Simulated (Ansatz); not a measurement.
`CS[CH2][ZnH]`, one more setting.

```yaml
crystal:
  periodic: [false, false, false]
  atoms:
    - {symbol: C, position_ang: [-1.245312, 0.702023, -0.138140]}
    - {symbol: S, position_ang: [-0.304311, 0.440647, 1.193389]}
    - {symbol: C, position_ang: [0.618075, -0.837753, 0.658366]}
    - {symbol: Zn, position_ang: [1.658373, -0.249153, -0.685115]}
    - {symbol: H, position_ang: [-1.803169, -0.105877, -0.350717]}
    - {symbol: H, position_ang: [-1.857022, 1.468551, 0.073991]}
    - {symbol: H, position_ang: [-0.696776, 0.948622, -0.945743]}
    - {symbol: H, position_ang: [1.201121, -1.089146, 1.439607]}
    - {symbol: H, position_ang: [0.032423, -1.630742, 0.461795]}
    - {symbol: H, position_ang: [2.473050, 0.305816, -1.704857]}
basis:
  gaussian: {orbitals: def2-SVPD}
hamiltonian: {xc: {name: r2SCAN0}, dispersion: d4}
```

```sh
$ ansatz run in.yaml --threads 4 --pin off --events-out ev --progress --plain --max-ram 10444MiB
```

Output, abridged:

```
Functional definition: r2SCAN0
1428 factors; their error is unknown
mean field evaluation 1: about -61401.3900 eV, gradient 6.3e1 eV
mean field evaluation 2: about -61398.7739 eV, gradient 7.3e1 eV
mean field evaluation 4: about -61409.2594 eV, gradient 2.8e0 eV
mean field evaluation 8: about -61409.2685 eV, gradient 5.9e-2 eV
mean field evaluation 16: about -61409.5004 eV, gradient 3.6e-5 eV
mean field -61409.50041535 eV, -2256.7575154097 hartree, gradient 3.6e-5 eV, S^2 0.000000; 0 other end points of the search recorded, 0 dependent functions left out
reference -61409.50043242 eV, -2256.7575160371 hartree; 32, 32 occupied and 117, 117 virtual orbitals, 1428 factors
Total energy: -61409.56504435 eV, -2256.7598904817 hartree
```

It took 1.8 s on 4 threads of a server CPU on a shared host, with 0.36 GiB of host memory at the peak.
